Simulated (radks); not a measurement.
The numbers below are computed, except where a source is named.
Task: All-electron atom: Tl2+ in [Xe] 4f14 5d10 6s1. Code: a radial shooting solver on a logarithmic mesh with Libxc functionals. Model: scalar-relativistic Kohn-Sham, Slater X-alpha with alpha = 1.012, spin-polarised, spherical densities, finite nucleus; open shells are filled with parallel spins first (spin-orbit coupling, left out, can overturn this in heavy ions); Fermi nuclear charge, rms radius 5.4759 fm. Some entries of the table are withheld. Estimate them.

orbital,occ.,eigenvalue (Ry),<1/r> (bohr^-1),<r^2> (bohr^2)
1s up,1,-6318.966,99.50,0.0003680
1s down,1,-6318.962,99.50,0.0003680
2s up,1,-1131.447,23.40,0.005575
2s down,1,-1131.447,23.40,0.005575
2p up,3,-975.4289,20.66,0.004721
2p down,3,-975.4282,20.66,0.004721
3s up,1,-272.6898,8.692,0.03577
3s down,1,-272.6885,8.692,0.03577
3p up,3,-227.6441,7.893,0.03688
3p down,3,-227.6428,7.893,0.03688
3d up,5,-180.8732,7.420,0.03047
3d down,5,-180.8723,7.420,0.03047
4s up,1,-62.75120,3.746,0.1709
4s down,1,-62.74920,3.746,0.1709
4p up,3,-47.90101,3.378,0.1948
4p down,3,-47.89861,3.378,0.1948
4d up,5,-30.43087,3.042,0.2181
4d down,5,-30.42822,3.042,0.2180
5s up,1,-11.66308,1.574,0.8403
5s down,1,-11.65927,1.575,0.8388
4f up,7,-11.00675,2.654,(1)
4f down,7,-11.00403,2.654,(2)
5p up,3,-7.54695,1.347,1.106
5p down,3,-7.53661,1.350,1.099
5d up,5,-2.92496,0.9989,1.983
5d down,5,-2.87819,1.012,1.920
6s up,1,-2.16500,0.5907,5.209
6s down,0,-2.01216,0.5986,5.140

Result: 
(1) 4f up <r^2> (bohr^2): 0.2505
(2) 4f down <r^2> (bohr^2): 0.2504
